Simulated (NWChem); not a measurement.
# C₄H₄N₂; SMILES C1=NC(C=N1)=C

Program: NWChem. Pople sets run with spherical d functions. Structure relaxed at the B3LYP/6-31G* (spherical d) level. Level: B3LYP/6-31G* with SMD, gas-phase geometry; reactions with the solvents are ignored.

```csv
SMD term (kcal/mol),water,toluene
distortion of the solute's density,1.69,0.46
polarisation,-9.96,-4.94
"cavity, dispersion and structure",0.08,-2.20
```

**Question.** Sum the solvation free energies, find the transfer free energy from water to toluene and the partition coefficient at 298.15 K.

**Answer.** 
1. ΔG(solv, water) = -8.19 kcal/mol and ΔG(solv, toluene) = -6.68 kcal/mol (1 M gas to 1 M solution).
2. Transfer: -6.68 − (-8.19) = 1.51 kcal/mol.
3. log₁₀ K(toluene/water) = −ΔG/(RT ln 10) = -1.51/1.364 = -1.1, so the model puts more of the solute in water.
4. Of the transfer energy, 3.79 kcal/mol is electrostatic and -2.28 comes from the non-electrostatic term. The two phases are taken as the pure solvents.
